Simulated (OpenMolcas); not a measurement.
Ru3+ with 6 ligands (fluoride) in octahedral coordination (Oh). A charge of +0.5 e stands 3.2 Å behind each ligand. Ligand basis ANO-RCC-VDZP.

```yaml
Program: OpenMolcas
Method: "SS-CASPT2, IPEA 0.25 Eh, imaginary shift 0.1 Eh (closed shells correlated: 4s 4p and the ligand valence shells)"
Basis: ANO-RCC-VTZP [7s6p4d2f1g]
Scalar_Hamiltonian: DKH2, point nucleus
Active_space: 5 electrons in 5 orbitals (4d)
State_averaging: 2S+1 = 6 even, 1 root; 2S+1 = 4 even, 24 roots; 2S+1 = 2 even, 75 roots
Spin-orbit_coupling: RASSI with atomic mean-field integrals over the reference wave functions
```

All ligands move together. At R = 1.99 Å |10Dq| is 22000 cm-1, and at R = 2.05 Å it is 19197 cm-1.

Task: A third run gives 24658 cm-1. What distance was it run at?

Result: With a power law R^-n the two known points give n = -ln(19197 / 22000) / ln(2.05 / 1.99) = 4.59. Then R = 1.99 × (22000 / 24658)^(1/4.59) = 1.941 Å. The run was at 1.94 Å, so the estimate is off by +0.001 Å.

Roots that are degenerate in the reference are averaged as groups; the widest CASPT2 spread within a group is 560 cm-1 (the 3-fold group of multiplicity 2 near 49600 cm-1 above the lowest state of its run, R = 1.94). Shifts and gaps below about the spread of the groups concerned are not significant. Over all roots computed the reference weight is 0.69 to 0.71 in R = 1.94, 0.69 to 0.70 in R = 1.99, 0.69 to 0.70 in R = 2.05; a low but even weight reflects the number of correlated electrons. An orbital triplet at a regular site is open to Jahn-Teller coupling, which can distort the site and quench the lowest spin-orbit gaps and is left out. Ligand-to-metal charge-transfer states are missing. With no ligand orbital active B as a rule stays too high, so bands that hang on it stand too high and its fall with covalency is understated. With one d shell and no ligand orbital active, 10Dq can be off by a tenth or more. The least metal-like active orbital is 81 % on the metal (Löwdin) and no ligand orbital is active, so the numbers are rough (holds for R = 1.94). This shell can be high or low spin here, a state of another spin lies low, and with metal d orbitals alone active their balance is uncertain, so the ground spin may be wrong, although the usual error favours high spin (holds for R = 1.99; R = 2.05). The least metal-like active orbital is 82 % on the metal (Löwdin) and no ligand orbital is active, so the numbers are rough (holds for R = 1.99). No measured value stands beside these numbers; the geometry was imposed, not optimised, and the real ion may take another.
